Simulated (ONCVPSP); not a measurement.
## bromine (Br), ONCV: configuration errors across variants

* Element: bromine
* Generator: ONCVPSP 4.0.1
* Type: optimised norm-conserving Vanderbilt (ONCV)
* Functional: PBE
* Relativity: scalar-relativistic
* Frozen core: [Ar] 3d10
* Valence charge: 7
* Reference configuration: 4s2 4p4.5 (charge +0.5)
* Partial waves: 4s: rc 1.50 bohr, ncon 4, nbas 7, qcut 4.1 1/bohr, 2 projectors, debl 3.3 Ha; 4p: rc 1.60 bohr, ncon 4, nbas 9, qcut 5.5 1/bohr, 2 projectors, debl 1.8 Ha; d scattering state at 0.24 Ha: rc 1.70 bohr, ncon 3, nbas 7, qcut 6.1 1/bohr, 1 projector
* Local potential: polynomial inside 1.30 bohr (lpopt 3, dvloc0 3 Ha)
* Core correction: Teter function, fcfact 5, rcfact 1.65

All-electron excitation energies from the reference (eV): (1) 4s2 4p5 -5.075; (2) 4s2 4p4 7.479; (3) 4s2 4p3 30.240; (4) 4s2 4p1 110.248.

A true bound ghost makes a file unfit for plane-wave use even where its test errors are small: the radial tests pick states by their node count and pass the ghost by.

Errors AE − PS in meV (a dash: test not solved or not reliable):

```tsv
change	(1)	(2)	(3)	(4)	bound ghosts	GHOST(+) flags above zero
base	-1.8	-5.8	-68	-688	none	s
p: rc 1.14; local potential polynomial inside 1.14 bohr (lpopt 3, dvloc0 3 Ha)	-2.2	-5.8	-70	-710	p	s
p: rc 1.28; local potential polynomial inside 1.28 bohr (lpopt 3, dvloc0 3 Ha)	-2.0	-5.8	-68	-694	none	s, p
p: rc 1.46	-1.8	-5.8	-67	-683	none	s
p: rc 1.64	-1.9	-5.9	-69	-694	none	s
p: rc 1.98	-2.0	-6.2	-73	-746	none	s
p: rc 2.16	-2.0	-6.3	-75	-789	none	s
p: rc 2.28	-2.1	-6.5	-78	-825	none	s
```

Q: Give the same row for: p: rc 1.76.

A: -1.9, -6.0, -70, -705; bound ghosts: none; GHOST(+) flags above zero: s.
